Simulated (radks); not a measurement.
Fractional charge and spin in the 6s shell of thallium: the spin-up occupation runs from 0 to 1 and the spin-down occupation from 0 to 1; the fullest corner is Tl, [Xe] 4f14 5d10 6p(up 0.5, down 0.5) 6s(up 1, down 1). All-electron calculation, scalar-relativistic Kohn-Sham, SCAN, spin-polarised, spherical densities, finite nucleus; meta-GGA in the generalised Kohn-Sham scheme; Fermi nuclear charge, rms radius of each element as measured or else 0.836 A^(1/3) + 0.57 fm. Program: a radial shooting solver on a logarithmic mesh with Libxc functionals. Energy (eV) minus the two flat planes that join the four corners (they meet along the diagonal where the two added fractions sum to one electron); zero is where a piecewise linear energy would lie.

| down \ up | 0 | 0.25 | 0.5 | 0.75 | 1 |
|---|---|---|---|---|---|
| 0 | 0.000 | -0.712 | -0.953 | -0.733 | 0.000 |
| 0.25 | -0.712 | -0.817 | -0.465 | 0.342 | -0.632 |
| 0.5 | -0.953 | -0.465 | 0.477 | -0.411 | -0.830 |
| 0.75 | -0.733 | 0.342 | -0.411 | -0.736 | -0.620 |
| 1 | 0.000 | -0.632 | -0.830 | -0.620 | 0.000 |

Corners above the fullest one (they belong to Tl+ and the next ion): (up 1, down 0) 13.472 eV, (up 0, down 1) 13.472 eV, (up 0, down 0) 35.995 eV. With half an added electron in each spin the energy lies 0.477 eV from the planes, and with half an added electron in spin up alone -0.953 eV. The planes are only a guide here: the flat-plane condition holds for ground states with one frontier orbital, while this shell lies below other occupied shells, so the corners above the fullest one are inner-hole states and not the ground states of those ions.
